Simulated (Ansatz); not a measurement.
`C=C=C[SiH2]C` and `C=C=COC` differ in one atom or group.

Ansatz, PBE0-D4/def2-TZVP geometries, multiplicity 1. Each molecule was computed in one conformer, which needn't be the lowest.

```csv
property,`C=C=C[SiH2]C`
HOMO energy (PBE/def2-TZVPP) / eV,-6.29
LUMO energy (ωB97M-V/def2-TZVPP) / eV,2.01
size of the dipole moment (PBE/def2-TZVPP) / D,0.73
HOMO energy (B3LYP/def2-TZVPP) / eV,-7.21
LUMO energy (PBE/def2-TZVPP) / eV,-1.04
HOMO energy (PBE0/def2-TZVPP) / eV,-7.43
```

(1) What does the change do to each property? (Estimate.)

Answers

(1) Ansatz gave: 
```
                                      property  `C=C=COC`  shift
             HOMO energy (PBE/def2-TZVPP) / eV      -5.30   0.99
         LUMO energy (ωB97M-V/def2-TZVPP) / eV       1.94  -0.07
size of the dipole moment (PBE/def2-TZVPP) / D       0.98   0.25
           HOMO energy (B3LYP/def2-TZVPP) / eV      -6.32   0.89
             LUMO energy (PBE/def2-TZVPP) / eV      -1.18  -0.14
            HOMO energy (PBE0/def2-TZVPP) / eV      -6.52   0.91
```

With PBE0 the HOMO rises by 0.91 eV and the LUMO falls by 0.10 eV, so the gap narrows by about 1.01 eV. PBE moves the HOMO by 0.99 eV and ωB97M-V by 0.88 eV. Dipoles are sizes alone; their direction can turn.

B3LYP here is the variant with VWN-RPA as its local correlation; programs differ in this.
